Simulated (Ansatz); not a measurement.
`CCCCCCCC[Si](O)(O)O`. Charge 0, multiplicity 1. Geometry PBE-D4/def2-SVP.

```xyz
32

C     0.790    3.043   -4.060
C     0.806    2.095   -2.859
C     0.075    0.773   -3.122
C     0.120   -0.233   -1.964
C    -0.611    0.211   -0.693
C    -0.591   -0.838    0.421
C    -1.326   -0.398    1.692
C    -1.272   -1.433    2.832
Si    0.405   -1.655    3.642
O     0.370   -2.904    4.769
O     0.775   -0.158    4.291
O     1.676   -2.070    2.627
H     1.325    3.990   -3.845
H    -0.249    3.306   -4.352
H     1.271    2.580   -4.947
H     1.858    1.875   -2.569
H     0.355    2.607   -1.981
H    -0.988    0.989   -3.381
H     0.511    0.300   -4.030
H     1.182   -0.458   -1.714
H    -0.316   -1.197   -2.307
H    -0.162    1.153   -0.305
H    -1.666    0.466   -0.947
H    -1.049   -1.783    0.045
H     0.460   -1.098    0.672
H    -0.895    0.562    2.053
H    -2.387   -0.178    1.438
H    -1.625   -2.426    2.473
H    -1.974   -1.141    3.645
H    -0.394   -2.887    5.370
H     1.708   -0.064    4.555
H     1.820   -3.029    2.551
```

(1) Estimate the orbital energies around the gap (eV) in Ansatz with PBE-D4/def2-TZVP, revPBE-D4/def2-TZVP, r2SCAN-D4/def2-TZVP, PBE0-D4/def2-SVP, PBE0-D4/def2-TZVP.

Results:

(1) 
```
orbital  PBE-D4/def2-TZVP  revPBE-D4/def2-TZVP  r2SCAN-D4/def2-TZVP  PBE0-D4/def2-SVP  PBE0-D4/def2-TZVP
 HOMO−5             -7.55                -7.50                -7.88             -8.93              -9.01
 HOMO−4             -7.43                -7.39                -7.73             -8.77              -8.97
 HOMO−3             -7.31                -7.25                -7.65             -8.73              -8.80
 HOMO−2             -7.21                -7.16                -7.54             -8.60              -8.63
 HOMO−1             -7.16                -7.09                -7.45             -8.48              -8.52
   HOMO             -6.74                -6.68                -7.04             -8.01              -8.15
   LUMO             -0.40                -0.29                 0.29              1.10               0.48
 LUMO+1              0.36                 0.47                 0.99              1.85               1.22
 LUMO+2              0.57                 0.67                 1.27              2.03               1.40
 LUMO+3              0.64                 0.73                 1.36              2.26               1.55
 LUMO+4              0.80                 0.88                 1.55              2.32               1.64
 LUMO+5              0.98                 1.06                 1.68              2.46               1.80
```
